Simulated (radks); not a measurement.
Mn4+, configuration [Ar] 3d3.

Calculated with a radial shooting solver on a logarithmic mesh with Libxc functionals: scalar-relativistic Kohn-Sham, PBEsol, spin-polarised, spherical densities, point nucleus; open shells are filled with parallel spins first.

Energy parts (hartree):
| part | energy |
|---|---|
| total | -1153.33017 |
| kinetic | 1166.08882 |
| electron-nucleus | -2709.75092 |
| Hartree | 439.58872 |
| exchange-correlation | -49.25679 |

Orbitals (lengths in bohr, moments of r in powers of bohr; <r^-3> diverges for s and p1/2):
orbital  occ.  eigenvalue (hartree)      <r>  <r^-3>
1s down     1             -238.1839  0.06095       -
1s up       1             -238.1836  0.06095       -
2s up       1             -29.53495   0.2799       -
2s down     1             -29.47082   0.2794       -
2p up       3             -25.35897   0.2475   417.1
2p down     3             -25.31008   0.2470   418.4
3s up       1              -5.28489   0.8329       -
3s down     1              -5.14194   0.8355       -
3p up       3              -4.11783   0.8695   55.38
3p down     3              -3.97718   0.8739   54.58
3d up       3              -2.28668   0.9598   5.417
3d down     0              -2.14879   0.9768   5.292

The highest occupied level is 3d up at -62.224 eV. The density falls to 0.001 e/bohr^3 at r = 2.51 bohr. Spin moment in Bohr magnetons: 3. For comparison, the ionisation energy in NIST's Atomic Spectra Database is 72.4 eV (semi-empirical). In exact Kohn-Sham theory the highest level is minus the ionisation energy, but local and semilocal functionals leave it too shallow, through self-interaction and a potential that decays too fast; potentials with the right tail come closer.
